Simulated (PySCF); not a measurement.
From one molecule to another.

First species: C₉H₁₃P.
Numbering: `[CH3:1][C:2]([CH3:3])([CH3:4])[c:5]1[cH:6][cH:7][cH:8][p:9][cH:10]1` (hydrogens: H11, H12, H13 on C1; H14, H15, H16 on C3; H17, H18, H19 on C4; H20 on C6; H21 on C7; H22 on C8; H23 on C10)

Cartesian coordinates in Å at the GFN2-xTB level; atoms count from 1:
```
atom  x, y, z in Å
C1    -1.9678   -0.8853    0.6712
C2    -1.0013    0.1601    0.1076
C3    -1.1484    1.4396    0.9438
C4    -1.4019    0.4369   -1.3488
C5     0.4568   -0.2885    0.1431
C6     1.4226    0.5898   -0.3493
C7     2.7781    0.3154   -0.3786
C8     3.3367   -0.8607    0.0755
P9     2.4311   -2.1702    0.7513
C10    0.8256   -1.5231    0.6452
H11   -2.9846   -0.5021    0.6139
H12   -1.7510   -1.1006    1.7151
H13   -1.9271   -1.8093    0.0988
H14   -0.8307    1.2576    1.9686
H15   -2.1883    1.7590    0.9563
H16   -0.5499    2.2524    0.5419
H17   -1.2657   -0.4578   -1.9531
H18   -0.8067    1.2347   -1.7842
H19   -2.4484    0.7302   -1.3978
H20    1.1075    1.5482   -0.7351
H21    3.4383    1.0731   -0.7838
H22    4.4104   -0.9861    0.0113
H23    0.0599   -2.1862    1.0217
```

Second species: C7H11NSi.
SMILES: `C#C[C@H]([SiH3])/N=C(/C)C=C`

Levels: PBE0/pcSseg-1 for dipole moment, HOMO energy, LUMO energy and HOMO–LUMO gap; GFN2-xTB for rotational constant A and rotational constant C. Geometries: GFN2-xTB. Each species is one conformer at its optimised geometry, gas phase, non-relativistic unless stated. Electronic properties by PySCF.

Dipoles, sizes and rotational constants follow the conformer. The torsions of the flexible species, by atom-mapped SMILES:
- `[CH3:1][C:2]([CH3:3])([CH3:4])[c:5]1[cH:6][cH:7][cH:8][p:9][cH:10]1`: C1–C2–C5–C6 180°
- `[CH:1]#[C:2][C@H:3]([SiH3:4])/[N:5]=[C:6](/[CH3:7])[CH:8]=[CH2:9]`: C2–C3–N5–C6 -151°, N5–C6–C8–C9 -174°

Question: Which of the two has the higher rotational constant A, and by how much?

Answer: The first: 2.177 GHz against 2.099 GHz, a difference of 0.078 GHz.

Question: Which has the higher LUMO energy?

Answer: The first: -1.38 eV against -1.46 eV, a difference of 0.08 eV.

Question: Which has the higher dipole moment?

Answer: The second: 2.28 D against 2.12 D, a difference of 0.16 D.

Question: Which has the higher rotational constant C?

Answer: The second: 0.689 GHz against 0.659 GHz, a difference of 0.030 GHz.

On the first: In atomic units the dipole is 0.84 e·bohr (1 au = 2.5417 D).

On the second: In atomic units the dipole is 0.90 e·bohr (1 au = 2.5417 D). A dipole of 2.28 D is allowed in C1, and pure rotational transitions are dipole-allowed.
